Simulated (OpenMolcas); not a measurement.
## How basis sets differ on GaSiH4F (SMILES [F][GaH][SiH3])

GaSiH4F: 7 atoms, total charge 0, spin state singlet. As SMILES, `[F][GaH][SiH3]`. The coordinates come from a PBE0-D4/def2-TZVP relaxation.

Quantity: the HOMO–LUMO gap, in eV. The values are calculated.

```json
{"level": "HF/ANO-RCC-MB (DKH2)", "kind": "Hartree–Fock", "program": "OpenMolcas", "value (eV)": "11.97", "CPU time": "11 s"}
{"level": "HF/ANO-S-MB", "kind": "Hartree–Fock", "program": "OpenMolcas", "value (eV)": "11.43", "CPU time": "3.1 s"}
{"level": "HF/STO-3G", "kind": "Hartree–Fock", "program": "OpenMolcas", "value (eV)": "11.73", "CPU time": "1.7 s"}
{"level": "HF/3-21G", "kind": "Hartree–Fock", "program": "OpenMolcas", "value (eV)": "11.52", "CPU time": "1.7 s"}
{"level": "HF/def2-SVP", "kind": "Hartree–Fock", "program": "OpenMolcas", "value (eV)": "11.64", "CPU time": "4.4 s"}
```

All-electron rows without a relativistic Hamiltonian named are non-relativistic. The values span 11.43 to 11.97 eV. A Hartree–Fock LUMO above zero doesn't converge with the basis: it sinks as sets grow more diffuse. Orbital gaps aren't excitation energies. Times are those of the runs behind each value, whatever else they computed, on shared processors of several kinds: orders of magnitude only.
